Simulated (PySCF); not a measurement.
**Si (silicon, neutral) across methods**

[Ne] 3s1 3p3, high-spin 5S determinant (an excited configuration). Computed with PySCF 2.14 in dyall-acv3z (19s12p6d4f, 113 functions), with the non-relativistic Hamiltonian (point nucleus).

```
   method  E (hartree)  mean ε 2p β (eV)  mean ε 3s α (eV)  mean ε 3p α (eV)  Σ⟨r²⟩ (bohr²)   ⟨S²⟩
BHandHLYP    -289.2225           -106.46           -15.945            -7.292          32.39  6.000
      UHF   -288.76299           -115.93           -19.667            -9.471          32.41  6.000
      LDA    -288.0644           -96.008           -12.408            -5.462          32.84  6.000
      PBE    -289.0794           -95.895           -12.425            -5.451          32.64  6.000
   revPBE    -289.1743           -95.861           -12.408            -5.438          32.58  6.000
     PBE0    -289.1108           -101.17           -14.354            -6.551          32.36  6.000
```

(1) Estimate the same row for r2SCAN.

Answers

(1) E (hartree) = -289.2193; mean ε 2p β (eV) = -97.741; mean ε 3s α (eV) = -13.159; mean ε 3p α (eV) = -5.752; Σ⟨r²⟩ (bohr²) = 32.16; ⟨S²⟩ = 6.000.
